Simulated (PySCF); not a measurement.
A geometry optimisation on `COC(=O)[C@H](C)CC(F)(F)F`.

Method: PBE0-D3(BJ)/def2-SVP geometry optimisation, gas phase (PySCF 2.14.0). Start geometry: GFN2-xTB. A driver script takes a list of jobs; this job's settings line and coordinates (Å) are shown.

Command:
```bash
OMP_NUM_THREADS=1 python probes_run.py task.json out
```

Input:
```
{"job": {"xc": "PBE0", "basis": "def2-SVP", "d3": "d3bj", "grid": 1, "kind": "geom"}, "charge": 0, "multiplicity": 1}
C      2.939692     0.721147    -0.493250
O      1.753516     0.405827     0.227088
C      0.780820    -0.176761    -0.466651
O      0.848393    -0.461189    -1.632009
C     -0.427606    -0.472875     0.416864
C     -0.448751    -1.976487     0.698335
C     -1.700166    -0.041040    -0.319172
C     -1.841566     1.466551    -0.330034
F     -2.927693     1.865006    -1.009845
F     -1.968782     1.971127     0.909514
F     -0.793519     2.092620    -0.882676
H      3.419017    -0.193020    -0.848234
H      3.587209     1.247706     0.202208
H      2.699110     1.351856    -1.350418
H     -0.320637     0.079440     1.354188
H     -0.505102    -2.529211    -0.236428
H      0.455679    -2.272582     1.223570
H     -1.306566    -2.233238     1.314509
H     -2.589274    -0.448452     0.164829
H     -1.658922    -0.385748    -1.355120
```

Output:
```
step   0  E = -682.85673329  max force = 0.013535
step   1  E = -682.85792443  max force = 0.006933
step   2  E = -682.85804922  max force = 0.003759
step   3  E = -682.85796418  max force = 0.004815
step   4  E = -682.85813835  max force = 0.001011
step   5  E = -682.85817351  max force = 0.000485
step   6  E = -682.85817561  max force = 0.000250
optimisation converged
```

Energies in Eh; «max force» is the largest Cartesian gradient component in Eh/bohr.

**Question.** How much energy does the optimisation release, in kJ/mol?

**Answer.** E(step 0) − E(last step) = 0.001442 Eh, which is 3.8 kJ/mol.

Main results: final energy -682.85818 Eh after 6 steps; dipole 2.44 D.

**Question.** Where do the atoms end?

**Answer.** 0.044 Å rms from the input after alignment:
```
atom  x, y, z in Å
C1     2.9315    0.7845   -0.5443
O2     1.7699    0.4559    0.2000
C3     0.7892   -0.1334   -0.4835
O4     0.8560   -0.4032   -1.6542
C5    -0.3941   -0.4708    0.4025
C6    -0.3663   -1.9702    0.6966
C7    -1.6931   -0.0704   -0.2886
C8    -1.9400    1.4139   -0.2781
F9    -3.0647    1.7219   -0.9274
F10   -2.0563    1.8837    0.9715
F11   -0.9409    2.0924   -0.8581
H12    3.4078   -0.1218   -0.9464
H13    3.6087    1.2933    0.1513
H14    2.6781    1.4462   -1.3851
H15   -0.2857    0.0868    1.3446
H16   -0.4433   -2.5465   -0.2376
H17    0.5693   -2.2546    1.1997
H18   -1.2046   -2.2515    1.3510
H19   -2.5557   -0.5400    0.2064
H20   -1.6745   -0.4054   -1.3366
```

Hardware: an Arm Neoverse V1 with one thread, shared host. Cost: 2.6 min wall, 0.88 GiB resident at most.
Labels such as C1 count atoms from 1, the log's own numbers from 0.
